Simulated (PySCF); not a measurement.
**Two-component Hartree-Fock for Pt⁶⁹⁺ (platinum, charge +69)**

Start: [He] 2s2 2p5; 2p1/2 filled at m_j = -1/2, +1/2; 2p3/2 filled at m_j = -1/2, +1/2, +3/2. Calculated with PySCF 2.14 in an uncontracted even-tempered set (16 s from 56 bohr⁻², ratio 2.4; 13 p from 72 bohr⁻², ratio 2.4; 5 d from 250 bohr⁻², ratio 2.6; 4 f from 370 bohr⁻², ratio 2.6): generalised Hartree-Fock with the X2C-1e Hamiltonian and a Gaussian nucleus; one run each with spin-orbit coupling (SO) switched off, then screened by Boettger's factors.

| spinor shell | electrons | ε, spin-free (eV) | ε, screened SO (eV) | weight of nominal j (screened SO) | rms radius, screened SO (bohr) |
| --- | --- | --- | --- | --- | --- |
| 1s1/2 | 2 | -85622.6 | -85584.3 | 1.000 | 0.0193 |
| 2s1/2 | 2 | -20204.8 | -20193.9 | 1.000 | 0.0765 |
| 2p1/2 | 2 | -18437.6 | -19730.3 | 1.000 | 0.0646 |
| 2p3/2 | 3 | -18437.6 | -17923.1 | 1.000 | 0.0719 |

```csv
quantity,spin-free,screened SO
E (hartree),-11762.02170,-11801.93911
M_J,3/2,3/2
⟨J²⟩,3.750,3.750
⟨L²⟩,2.000,2.032
⟨S²⟩,0.750,0.782
```

Each row is a mean over spinors that exchange with the open shell spreads, by up to 69.197 eV (2s1/2).

Breit and QED terms are absent; they matter most for the inner s and p1/2 levels.

Densities and radii are taken from the X2C orbitals without a picture-change correction, which distorts them close to the nucleus.

Without spin-orbit coupling the j labels of p, d and f shells carry no meaning; the spin-free column gives the mean over the occupied spinors of each nl shell.
